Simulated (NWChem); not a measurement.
# Correlation energy of trichloroethylene (C2HCl3)

```
C
C 1 1.3397
H 2 1.0909 1 120.43
Cl 2 1.7090 3 115.95 1 180.00
Cl 1 1.7113 2 123.65 3 180.00
Cl 1 1.7211 2 120.39 3 0.00
```
Charge 0, spin multiplicity 1.

All runs are NWChem calculations. The geometry was optimised at PBE0/def2-SVP, a minimum by its harmonic frequencies.

Basis set: cc-pVDZ. Each correlation energy counts from its own Hartree-Fock reference.

The correlated methods keep 17 core orbitals frozen. Coupled-cluster values serve here as a point of comparison, not as the truth.

Task: For the correlation energy, RI-MP2 gives -672.5 mHa and MP2 gives -672.5 mHa. What do SCS-MP2, CR-CCSD[T], CR-CCSD(T) give?

Result: SCS-MP2: -648.2 mHa; CR-CCSD[T]: -729.7 mHa; CR-CCSD(T): -729.1 mHa.
